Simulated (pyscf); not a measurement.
**F–Sn(F)(F)–Cl, singlet**

Gas-phase minimum from PySCF at ωB97X-D3(BJ)/def2-SVP, one conformer. 

```
Sn
F 1 1.9049
F 1 1.9051 2 107.52
F 1 1.9051 2 107.50 3 -115.50
Cl 1 2.2812 2 111.23 4 -122.34
```

Properties at ωB97X-D3(BJ)/def2-SVP:

```
Property                                                                                                                                                         Result
---------------------------------------------------------------------------------------------------------------------  ------------------------------------------------
Harmonic wavenumbers, unscaled                                                                                         126, 127, 173, 173, 192, 427, 670, 696, 696 cm⁻¹
Zero-point energy                                                                                                                                          4.7 kcal/mol
Rotational symmetry number                                                                                                                                            3
Entropy of this conformer at 298 K and 1 atm, rigid rotor and harmonic oscillator, modes under 100 cm⁻¹ raised to 100                                   345.8 J/(mol K)
Dipole moment                                                                                                                                                    1.32 D
```

Single-point totals, which compare only within one level (frozen core for MP2 and CC):

```
level                   total energy (hartree)
----------------------  ----------------------
ωB97X-D3(BJ)/def2-TZVP              -974.41048
PBE/def2-TZVP                       -973.84973
r²SCAN/def2-TZVP                    -974.25002
B3LYP-D3(BJ)/def2-TZVP              -974.40644
PBE0-D3(BJ)/def2-TZVP               -973.88720
M06-2X/def2-TZVP                    -974.14377
ωB97M-D3(BJ)/def2-TZVP              -974.45077
HF/def2-TZVPP                       -971.44994
MP2/def2-TZVPP                      -972.69927
CCSD/def2-TZVPP                     -972.70100
CCSD(T)/def2-TZVPP                  -972.74189
```

The CCSD(T) − MP2 part came from Ansatz, without density fitting, on the same reference. The frozen core leaves the outer d or s,p core shells of the metals and heavy elements correlated in the MP2 and CC values, and def2-TZVPP describes them poorly, so these totals are far from the basis limit. Elements past Kr carry the def2 core potentials, without spin-orbit coupling.
